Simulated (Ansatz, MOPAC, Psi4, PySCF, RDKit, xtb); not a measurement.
Dimer: C2H2 (SMILES C#C) (first 4 atoms) with H2S (SMILES S); geometry from B3LYP-D3(BJ)/def2-TZVP, rigid monomers moved along the line of their centres of mass till C2···H7 is 4.74 Å.
(charge 0, multiplicity 1):
```xyz
7

C     -0.5123     0.7521     0.1693
C     -0.5379    -0.4381     0.0418
H     -0.4887     1.8089     0.2820
H     -0.5590    -1.4951    -0.0700
S      1.7794    -0.6237     5.6460
H      0.5257    -0.6391     6.1258
H      1.3573    -0.4262     4.3850
```

```json
[
 {"level": "MMFF94", "interaction energy (kcal/mol)": "-0.18", "minus CCSD(T)/CBS(aug-cc-pV(D+d)Z, aug-cc-pV(T+d)Z)": "0.10"},
 {"level": "UFF", "interaction energy (kcal/mol)": "-0.10", "minus CCSD(T)/CBS(aug-cc-pV(D+d)Z, aug-cc-pV(T+d)Z)": "0.17"},
 {"level": "GFN-FF", "interaction energy (kcal/mol)": "-0.12", "minus CCSD(T)/CBS(aug-cc-pV(D+d)Z, aug-cc-pV(T+d)Z)": "0.16"},
 {"level": "PM3", "interaction energy (kcal/mol)": "-0.09", "minus CCSD(T)/CBS(aug-cc-pV(D+d)Z, aug-cc-pV(T+d)Z)": "0.19"},
 {"level": "PM6", "interaction energy (kcal/mol)": "-0.11", "minus CCSD(T)/CBS(aug-cc-pV(D+d)Z, aug-cc-pV(T+d)Z)": "0.17"},
 {"level": "GFN1-xTB", "interaction energy (kcal/mol)": "-0.11", "minus CCSD(T)/CBS(aug-cc-pV(D+d)Z, aug-cc-pV(T+d)Z)": "0.17"},
 {"level": "GFN2-xTB", "interaction energy (kcal/mol)": "-0.26", "minus CCSD(T)/CBS(aug-cc-pV(D+d)Z, aug-cc-pV(T+d)Z)": "0.02"},
 {"level": "HF/6-31G* (no counterpoise)", "interaction energy (kcal/mol)": "-0.22", "minus CCSD(T)/CBS(aug-cc-pV(D+d)Z, aug-cc-pV(T+d)Z)": "0.06"},
 {"level": "HF/aug-cc-pV(D+d)Z", "interaction energy (kcal/mol)": "-0.23", "minus CCSD(T)/CBS(aug-cc-pV(D+d)Z, aug-cc-pV(T+d)Z)": "0.05"},
 {"level": "HF/aug-cc-pV(T+d)Z", "interaction energy (kcal/mol)": "-0.22", "minus CCSD(T)/CBS(aug-cc-pV(D+d)Z, aug-cc-pV(T+d)Z)": "0.06"},
 {"level": "PBE/def2-TZVPPD", "interaction energy (kcal/mol)": "-0.23", "minus CCSD(T)/CBS(aug-cc-pV(D+d)Z, aug-cc-pV(T+d)Z)": "0.05"},
 {"level": "PBE-D3(BJ)/def2-TZVPPD", "interaction energy (kcal/mol)": "-0.31", "minus CCSD(T)/CBS(aug-cc-pV(D+d)Z, aug-cc-pV(T+d)Z)": "-0.03"},
 {"level": "BP86/6-31G* (no counterpoise)", "interaction energy (kcal/mol)": "-0.19", "minus CCSD(T)/CBS(aug-cc-pV(D+d)Z, aug-cc-pV(T+d)Z)": "0.09"},
 {"level": "r2SCAN/def2-TZVPPD", "interaction energy (kcal/mol)": "-0.22", "minus CCSD(T)/CBS(aug-cc-pV(D+d)Z, aug-cc-pV(T+d)Z)": "0.06"},
 {"level": "r2SCAN-D4/def2-TZVPPD", "interaction energy (kcal/mol)": "-0.29", "minus CCSD(T)/CBS(aug-cc-pV(D+d)Z, aug-cc-pV(T+d)Z)": "-0.01"},
 {"level": "B3LYP/3-21G (no counterpoise)", "interaction energy (kcal/mol)": "-0.21", "minus CCSD(T)/CBS(aug-cc-pV(D+d)Z, aug-cc-pV(T+d)Z)": "0.07"},
 {"level": "B3LYP/6-31G*", "interaction energy (kcal/mol)": "-0.18", "minus CCSD(T)/CBS(aug-cc-pV(D+d)Z, aug-cc-pV(T+d)Z)": "0.10"},
 {"level": "B3LYP/6-31G* (no counterpoise)", "interaction energy (kcal/mol)": "-0.20", "minus CCSD(T)/CBS(aug-cc-pV(D+d)Z, aug-cc-pV(T+d)Z)": "0.08"},
 {"level": "B3LYP/6-311+G** (no counterpoise)", "interaction energy (kcal/mol)": "-0.23", "minus CCSD(T)/CBS(aug-cc-pV(D+d)Z, aug-cc-pV(T+d)Z)": "0.05"},
 {"level": "B3LYP/def2-TZVPPD", "interaction energy (kcal/mol)": "-0.15", "minus CCSD(T)/CBS(aug-cc-pV(D+d)Z, aug-cc-pV(T+d)Z)": "0.12"},
 {"level": "B3LYP-D3(BJ)/def2-TZVPPD", "interaction energy (kcal/mol)": "-0.26", "minus CCSD(T)/CBS(aug-cc-pV(D+d)Z, aug-cc-pV(T+d)Z)": "0.02"},
 {"level": "B3LYP-D4/def2-TZVPPD", "interaction energy (kcal/mol)": "-0.26", "minus CCSD(T)/CBS(aug-cc-pV(D+d)Z, aug-cc-pV(T+d)Z)": "0.02"},
 {"level": "PBE0-D3(BJ)/def2-TZVPPD", "interaction energy (kcal/mol)": "-0.32", "minus CCSD(T)/CBS(aug-cc-pV(D+d)Z, aug-cc-pV(T+d)Z)": "-0.04"},
 {"level": "PBE0-D4/def2-TZVPPD", "interaction energy (kcal/mol)": "-0.31", "minus CCSD(T)/CBS(aug-cc-pV(D+d)Z, aug-cc-pV(T+d)Z)": "-0.03"},
 {"level": "M06-2X/6-31G* (no counterpoise)", "interaction energy (kcal/mol)": "-0.25", "minus CCSD(T)/CBS(aug-cc-pV(D+d)Z, aug-cc-pV(T+d)Z)": "0.03"},
 {"level": "wB97X-V/def2-TZVPPD", "interaction energy (kcal/mol)": "-0.28", "minus CCSD(T)/CBS(aug-cc-pV(D+d)Z, aug-cc-pV(T+d)Z)": "0.00"},
 {"level": "wB97M-V/def2-TZVPPD", "interaction energy (kcal/mol)": "-0.28", "minus CCSD(T)/CBS(aug-cc-pV(D+d)Z, aug-cc-pV(T+d)Z)": "-0.01"},
 {"level": "MP2/6-31G*", "interaction energy (kcal/mol)": "-0.23", "minus CCSD(T)/CBS(aug-cc-pV(D+d)Z, aug-cc-pV(T+d)Z)": "0.04"},
 {"level": "MP2/6-31G* (no counterpoise)", "interaction energy (kcal/mol)": "-0.25", "minus CCSD(T)/CBS(aug-cc-pV(D+d)Z, aug-cc-pV(T+d)Z)": "0.03"},
 {"level": "MP2/aug-cc-pV(D+d)Z", "interaction energy (kcal/mol)": "-0.29", "minus CCSD(T)/CBS(aug-cc-pV(D+d)Z, aug-cc-pV(T+d)Z)": "-0.01"},
 {"level": "MP2/aug-cc-pV(T+d)Z", "interaction energy (kcal/mol)": "-0.29", "minus CCSD(T)/CBS(aug-cc-pV(D+d)Z, aug-cc-pV(T+d)Z)": "-0.01"},
 {"level": "MP2/CBS(aug-cc-pV(D+d)Z, aug-cc-pV(T+d)Z)", "interaction energy (kcal/mol)": "-0.30", "minus CCSD(T)/CBS(aug-cc-pV(D+d)Z, aug-cc-pV(T+d)Z)": "-0.02"},
 {"level": "SCS-MP2/aug-cc-pV(D+d)Z", "interaction energy (kcal/mol)": "-0.26", "minus CCSD(T)/CBS(aug-cc-pV(D+d)Z, aug-cc-pV(T+d)Z)": "0.02"},
 {"level": "SCS-MP2/aug-cc-pV(T+d)Z", "interaction energy (kcal/mol)": "-0.26", "minus CCSD(T)/CBS(aug-cc-pV(D+d)Z, aug-cc-pV(T+d)Z)": "0.02"},
 {"level": "CCSD/aug-cc-pV(D+d)Z", "interaction energy (kcal/mol)": "-0.26", "minus CCSD(T)/CBS(aug-cc-pV(D+d)Z, aug-cc-pV(T+d)Z)": "0.02"},
 {"level": "CCSD/aug-cc-pV(T+d)Z", "interaction energy (kcal/mol)": "-0.26", "minus CCSD(T)/CBS(aug-cc-pV(D+d)Z, aug-cc-pV(T+d)Z)": "0.02"},
 {"level": "CCSD(T)/aug-cc-pV(D+d)Z", "interaction energy (kcal/mol)": "-0.27", "minus CCSD(T)/CBS(aug-cc-pV(D+d)Z, aug-cc-pV(T+d)Z)": "0.01"},
 {"level": "CCSD(T)/aug-cc-pV(T+d)Z", "interaction energy (kcal/mol)": "-0.27", "minus CCSD(T)/CBS(aug-cc-pV(D+d)Z, aug-cc-pV(T+d)Z)": "0.01"},
 {"level": "CCSD(T)/CBS(aug-cc-pV(D+d)Z, aug-cc-pV(T+d)Z)", "interaction energy (kcal/mol)": "-0.28", "minus CCSD(T)/CBS(aug-cc-pV(D+d)Z, aug-cc-pV(T+d)Z)": "0.00"},
 {"level": "SAPT0/jun-cc-pV(D+d)Z", "interaction energy (kcal/mol)": "-0.29", "minus CCSD(T)/CBS(aug-cc-pV(D+d)Z, aug-cc-pV(T+d)Z)": "-0.01"}
]
```

 The comparison column counts from a level with limits of its own.

The rows run from -0.32 (PBE0-D3(BJ)/def2-TZVPPD) to -0.09 kcal/mol (PM3). In aug-cc-pV(T+d)Z the value moves HF -0.22, MP2 -0.29, CCSD -0.26, CCSD(T) -0.27, a shift of -0.05 from HF to CCSD(T). From aug-cc-pV(D+d)Z to aug-cc-pV(T+d)Z CCSD(T) changes by -0.01. The dispersion term adds -0.09 in PBE-D3(BJ), -0.07 in r2SCAN-D4, -0.11 in B3LYP-D3(BJ). The 5 functionals in def2-TZVPPD without D3 or D4 span 0.13, from wB97M-V to B3LYP.

Interaction energies are E(AB) − E(A) − E(B) at the monomers' geometry in the complex; basis-set methods are counterpoise corrected. Rows marked so take none. RDKit's UFF carries no charges.

Cores are frozen in the correlated methods. CBS: X⁻³ extrapolation of the correlation energy, Hartree–Fock from the larger set. Rows in 3-21G, 6-311+G**, 6-31G* carry no dispersion term and start afresh at each structure (6-31G* with six Cartesian d functions). MP2/6-31G* freezes PySCF's default core. The state that PM3, PM6 reach isn't checked.

Programs: Ansatz (a first-principles code) with Gaussian orbitals; MOPAC for PM3, PM6 (differences of heats of formation); Psi4 for SAPT; PySCF for 3-21G rows, 6-311+G** rows, 6-31G* rows, the dispersion terms; RDKit for the force fields; xtb for the GFN methods.
